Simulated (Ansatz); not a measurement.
The same path of C$_{2}$H$_{10}$OSi$_{2}$ (15 atoms, charge 0, multiplicity 1) was run 3 times with different band settings. The coordinate that changes most is the dihedral C1–C2–Si3–H12.

Theory: RKS B3LYP/6-31G (Ansatz 0.2.0).

Relaxed end points:

```xyz
15
Properties=species:S:1:pos:R:3
C 1.468 -0.026 1.281
C 1.019 -1.166 0.345
Si 0.076 -0.540 -1.223
Si -1.950 0.570 -0.656
O -1.699 1.850 0.514
H 2.169 0.649 0.774
H 1.976 -0.422 2.169
H 0.615 0.572 1.623
H 0.365 -1.865 0.883
H 1.886 -1.749 0.008
H -0.260 -1.685 -2.146
H 0.962 0.408 -1.994
H -2.625 1.100 -1.901
H -2.900 -0.357 0.040
H -1.125 2.608 0.313
```

```xyz
15
Properties=species:S:1:pos:R:3
C 0.200 -1.550 1.477
C 1.105 -1.006 0.354
Si 0.125 -0.305 -1.158
Si -1.201 1.595 -0.622
O -0.238 2.968 -0.126
H -0.447 -0.766 1.888
H 0.797 -1.951 2.305
H -0.447 -2.357 1.112
H 1.766 -1.799 -0.020
H 1.757 -0.213 0.741
H -0.795 -1.372 -1.699
H 1.077 0.067 -2.269
H -2.077 1.946 -1.804
H -2.082 1.341 0.562
H 0.438 3.350 -0.711
```

Common settings: spring 5.0 eV/Å²; optimiser quadratic models (default); start path IDPP; force threshold 0.05 eV/Å; end points relaxed.

| run | movable images | climbing image | iteration limit |
| --- | --- | --- | --- |
| 1 | 7 | yes | 16 |
| 2 | 3 | yes | 19 |
| 3 | 6 | no | 18 |

Problem. What does each run give, and how far can it be trusted?

Solution. Run 1: converged after 7 iterations, highest image 0.067 eV above the first end. A vibrational analysis at the climbing image gives one clearly imaginary mode, 66i cm⁻¹: a first-order saddle point.
Run 2: converged after 7 iterations, highest image 0.067 eV above the first end. Another band between the same ends (7 images) ends at a top of the same energy, where a vibrational analysis finds 1 clearly imaginary mode. So few images can step over the top or miss a turn of the path.
Run 3: converged after 7 iterations, highest image 0.066 eV above the first end. No image climbed, so the highest image needn't sit at the top of the path.
Limits of this set-up: no polarisation functions.
